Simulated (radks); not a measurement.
Results of a calculation; reference values are marked as such.
The silver ion Ag4+ is in [Kr] 4d7. Code: a radial shooting solver on a logarithmic mesh with Libxc functionals. Model: scalar-relativistic Kohn-Sham, PBEsol, spin-polarised, spherical densities, finite nucleus; Fermi nuclear charge, rms radius of each element as measured or else 0.836 A^(1/3) + 0.57 fm. Open shells are filled with parallel spins first. One electron is removed from 4p, 4s, 4d, 3d in turn, with full relaxation. Which removal costs least, and what does each cost?

Answer. 4d 66.636 eV; 4p 121.84 eV; 4s 159.47 eV; 3d 437.35 eV. The 4d electron leaves first.
